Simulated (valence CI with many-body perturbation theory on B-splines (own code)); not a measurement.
## E1 line list for Ar10+

Level of theory: configuration interaction combined with many-body perturbation theory (CI+MBPT): six valence electrons over a frozen Dirac-Fock core [He], a basis of 9 s, 9 p, 8 d, 6 f, 3 g, 1 h functions for each j, with the one-electron correlation potential Σ1, the two-electron term Σ2, the three-electron term Σ3, Breit, model QED; selected CI, second order for the rest, scaled by the run's own slope (own B-spline code, finite nucleus).

No measured levels were compared; by estimate levels of excited configurations hold to 0.05 to 0.15 % of their energy, terms of the ground configuration to about 0.5 %. Among the levels kept, up to 3000 cm⁻¹ of a level comes from second order outside the variational space, and about a tenth of that is noise between levels of different J, which matters for small intervals.

Lines 51 to 100 of 196 in falling wavelength, among levels below 2876600 cm⁻¹, chosen from the strongest by gf and those to the six lowest levels. Wavelengths and rates use the calculated energies, so an error of 1000 cm⁻¹ moves a line at 660.9 Å by 0.66 % and its rate by three times that or more. Electric multipoles are in the length gauge, E1 and E2 with the static RPA response of the core. Weak lines are less certain than strong ones. Lines between different terms over intervals too small for the method are left out, as are lines whose strength nearly cancels. Where a level lies close to another of its J and parity, the split of strength between their lines is uncertain. The highest levels of a list are the least certain.

Names give the largest LS component (configuration and term), which can be under half, so a name can repeat, a term be missing and a line seem to break the LS rules; names also repeat where a configuration has a term twice. Letters in brackets count levels of one name in rising energy.

```
λ vac (Å)              Upper              Lower   A (s⁻¹)  S (a.u.)
    660.9  2s²2p³3p ¹P_1 [b]     2s²2p³3s ³P°_0  2.55e+08  1.09e-01
    635.2  2s²2p³3p ³P_2 [c]     2s²2p³3s ³P°_2  1.69e+09  1.07e+00
    632.7  2s²2p³3p ³P_1 [c]     2s²2p³3s ³P°_2  9.95e+08  3.73e-01
    619.9  2s²2p³3p ³P_2 [c]     2s²2p³3s ³P°_1  2.24e+08  1.32e-01
    617.6  2s²2p³3p ³P_1 [c]     2s²2p³3s ³P°_1  6.34e+08  2.21e-01
    616.3  2s²2p³3p ³P_0 [c]     2s²2p³3s ³P°_1  2.43e+09  2.81e-01
    612.3  2s²2p³3p ³P_1 [c]     2s²2p³3s ³P°_0  5.31e+08  1.81e-01
    597.3  2s²2p³3p ¹D_2 [b]     2s²2p³3s ¹P°_1  1.56e+09  8.23e-01
    594.0  2s²2p³3p ³P_2 [a]     2s²2p³3s ⁵S°_2  3.60e+07  1.86e-02
    589.8     2s²2p³3d ⁵D°_2      2s²2p³3p ⁵P_3  1.79e+08  9.08e-02
    589.8     2s²2p³3d ⁵D°_3      2s²2p³3p ⁵P_3  8.95e+08  6.34e-01
    589.3     2s²2p³3d ⁵D°_4      2s²2p³3p ⁵P_3  2.69e+09  2.45e+00
    581.6     2s²2p³3d ⁵D°_1      2s²2p³3p ⁵P_2  6.92e+08  2.02e-01
    581.6     2s²2p³3d ⁵D°_2      2s²2p³3p ⁵P_2  1.62e+09  7.85e-01
    581.6     2s²2p³3d ⁵D°_3      2s²2p³3p ⁵P_2  1.86e+09  1.27e+00
    577.9     2s²2p³3d ⁵D°_0      2s²2p³3p ⁵P_1  2.83e+09  2.70e-01
    577.8     2s²2p³3d ⁵D°_1      2s²2p³3p ⁵P_1  2.13e+09  6.09e-01
    577.8     2s²2p³3d ⁵D°_2      2s²2p³3p ⁵P_1  1.00e+09  4.76e-01
    575.2     2s²2p³3d ³D°_2  2s²2p³3p ³P_2 [a]  6.73e+08  3.16e-01
    574.3     2s²2p³3d ³D°_1  2s²2p³3p ³P_0 [a]  1.55e+09  4.34e-01
    573.4  2s²2p³3p ³P_1 [b]     2s²2p³3s ³D°_2  1.38e+09  3.86e-01
    572.9  2s²2p³3p ³D_1 [b]     2s²2p³3s ¹D°_2  1.00e+08  2.79e-02
    571.9     2s²2p³3d ³D°_1  2s²2p³3p ³P_2 [a]  7.49e+07  2.07e-02
    571.8  2s²2p³3p ³P_1 [b]     2s²2p³3s ³D°_1  5.37e+08  1.49e-01
    571.7     2s²2p³3d ³D°_2  2s²2p³3p ³P_1 [a]  2.12e+09  9.77e-01
    570.5  2s²2p³3p ³D_2 [b]     2s²2p³3s ¹D°_2  8.46e+08  3.88e-01
    569.6     2s²2p³3d ³D°_3  2s²2p³3p ³P_2 [a]  2.81e+09  1.80e+00
    568.5     2s²2p³3d ³D°_1  2s²2p³3p ³P_1 [a]  1.17e+09  3.19e-01
    559.4  2s²2p³3p ³P_0 [b]     2s²2p³3s ³D°_1  3.07e+09  2.65e-01
    555.3  2s²2p³3p ³P_2 [b]     2s²2p³3s ³D°_3  2.49e+09  1.05e+00
    550.1  2s²2p³3p ¹D_2 [b]     2s²2p³3s ³P°_2  4.15e+08  1.71e-01
    548.9  2s²2p³3p ¹D_2 [a]     2s²2p³3s ¹D°_2  1.53e+09  6.26e-01
    548.9  2s²2p³3p ³P_2 [b]     2s²2p³3s ³D°_2  5.55e+08  2.26e-01
    538.6  2s²2p³3p ¹D_2 [b]     2s²2p³3s ³P°_1  6.70e+07  2.58e-02
    531.8  2s²2p³3p ¹P_1 [b]     2s²2p³3s ¹D°_2  4.52e+08  1.01e-01
    525.6  2s²2p³3p ³D_2 [b]     2s²2p³3s ³D°_3  1.19e+08  4.27e-02
    525.0      2s²2p³3p ³S_1     2s²2p³3s ³D°_2  7.69e+08  1.65e-01
    523.6      2s²2p³3p ³S_1     2s²2p³3s ³D°_1  3.89e+08  8.26e-02
    521.9  2s²2p³3p ³D_1 [b]     2s²2p³3s ³D°_2  1.64e+08  3.46e-02
    512.9  2s²2p³3p ³D_3 [b]     2s²2p³3s ³D°_3  1.64e+08  7.65e-02
    501.9  2s²2p³3p ¹D_2 [a]     2s²2p³3s ³D°_2  1.00e+08  3.12e-02
    446.8  2s²2p³3p ¹D_2 [b]     2s²2p³3s ¹D°_2  2.84e+09  6.24e-01
    407.5  2s²2p³3p ³P_1 [b]     2s²2p³3s ³S°_1  6.15e+08  6.16e-02
    401.1  2s²2p³3p ³P_0 [b]     2s²2p³3s ³S°_1  1.05e+09  3.36e-02
    395.0  2s²2p³3p ³P_2 [b]     2s²2p³3s ³S°_1  1.76e+09  2.67e-01
    382.4      2s²2p³3p ³S_1     2s²2p³3s ³S°_1  4.70e+08  3.89e-02
    370.0  2s²2p³3p ¹D_2 [a]     2s²2p³3s ³S°_1  1.17e+08  1.46e-02
    362.2  2s²2p³3p ¹P_1 [b]     2s²2p³3s ³S°_1  1.90e+08  1.33e-02
    347.8  2s²2p³3p ³P_2 [c]     2s²2p³3s ³S°_1  2.29e+08  2.37e-02
    347.1  2s²2p³3p ³P_1 [c]     2s²2p³3s ³S°_1  7.93e+08  4.91e-02
```
